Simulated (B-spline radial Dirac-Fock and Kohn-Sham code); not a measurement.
## Pt⁷⁺: eigenvalues, ΔSCF and the reference

System: platinum as Pt⁷⁺, [Xe] 4f14 5d3.

The density-functional columns are spherical, spin-unpolarised Dirac-Kohn-Sham results without Breit or QED terms: −ε is minus the orbital energy of the initial state and ΔSCF the difference of two total energies. The reference in the last column comes from Dirac-Fock ΔSCF + Breit + QED. All numbers are from a radial atomic solver, in eV; a selection of levels is shown. For the 1s level of heavy atoms much of the gap between ΔSCF and the reference is the Breit and QED part, -416.9 eV here; for other levels the error of the functional can be larger.

```tsv
level	PBE −ε	PBE ΔSCF	LDA −ε	LDA ΔSCF	Dirac-Fock
1s	78379.6	78982.8	78316.4	78917.6	78512.1
2s	13848.2	13962.1	13838.9	13953.1	14009.6
2p1/2	13280.9	13427.4	13276.7	13423.2	13395.5
2p3/2	11552.1	11676.0	11549.7	11673.8	11686.1
3s	3334.1	3369.9	3331.6	3367.5	3425.5
3p1/2	3078.6	3117.0	3077.6	3116.2	3152.7
3p3/2	2698.5	2733.3	2698.0	2732.9	2772.6
3d3/2	2271.8	2313.2	2272.0	2313.5	2324.2
3d5/2	2189.8	2229.9	2190.1	2230.3	2243.8
4s	799.6	818.0	798.5	816.9	851.6
4p1/2	691.0	709.4	690.5	708.9	735.5
4p3/2	600.5	618.0	599.8	617.4	644.6
4d3/2	422.3	439.6	422.3	439.6	454.1
4d5/2	405.4	422.5	405.4	422.4	437.2
4f5/2	177.6	194.0	178.1	194.5	192.3
4f7/2	174.2	190.4	174.6	190.8	189.0
5s	204.5	215.5	204.9	215.9	220.9
5p1/2	168.7	179.2	169.2	179.7	179.4
5p3/2	152.3	162.2	152.6	162.5	162.8
5d	99.60	108.1	99.96	108.4	107.0
```

Q: Order the estimates of the K (1s) level by their distance from the Dirac-Fock value, nearest first.
A. PBE ΔSCF
B. PBE −ε
C. LDA −ε
D. LDA ΔSCF

A: B (132.5 eV), C (195.7 eV), D (405.4 eV), A (470.7 eV).

An eigenvalue near the reference for a deep level is a cancellation of errors: it lacks relaxation, carries self-interaction and omits Breit and QED terms.

Values without a named source are computed, but for edge energies of neutral atoms, which are taken from tables.
